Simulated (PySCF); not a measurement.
These 2 structures share the formula C6H13BS. The calculation used PySCF, PBE0-D3(BJ)/def2-SVP geometry optimisation, gas phase. Energies are electronic, without zero-point or thermal terms, for one conformer each. No frequencies were run at this level. Point groups hold within 0.08 Å.

Problem. Order them by energy at this level, lowest first, and give relative energies in kcal/mol.
A. `[CH3:1][S:2][BH:3][CH:4]1[CH2:5][CH2:6][CH2:7][CH2:8]1` with C1–S2–B3–C4 -3°, S2–B3–C4–C5 150°, B3–C4–C5–C6 160°, C4–C5–C6–C7 -23°, C5–C6–C7–C8 -3°, C6–C7–C8–C4 28°
B. `[CH3:1][S:2][C@@H:3]1[CH2:4][BH:5][CH2:6][CH2:7][CH2:8]1` with C1–S2–C3–C4 65°, S2–C3–C4–B5 -169°, C3–C4–B5–C6 20°, C4–B5–C6–C7 -20°, B5–C6–C7–C8 38°

Solution. A (0.0), B (18.0).

```json
{"SMILES": "CSBC1CCCC1", "E (Eh)": "-658.77907", "E rel (kcal/mol)": "0.0", "dipole (D)": "1.94", "point group": "C1", "A, B, C (MHz)": "3731, 826.3, 775.0"}
{"SMILES": "CS[C@@H]1CBCCC1", "E (Eh)": "-658.75037", "E rel (kcal/mol)": "18.0", "dipole (D)": "1.65", "point group": "C1", "A, B, C (MHz)": "3260, 1039, 934.2"}
```

Problem. How do the relative energies change in single points at PBE0/pcSseg-1 (no added dispersion term) on the same geometries?

Solution. 
```tsv
SMILES	PBE0-D3(BJ)/def2-SVP (kcal/mol)	PBE0/pcSseg-1 (kcal/mol)	shift
CSBC1CCCC1	0.0	0.0	0.0
CS[C@@H]1CBCCC1	18.0	17.3	-0.7
```

Each column counts from its own lowest isomer. The order is unchanged; the largest shift is 0.7 kcal/mol.
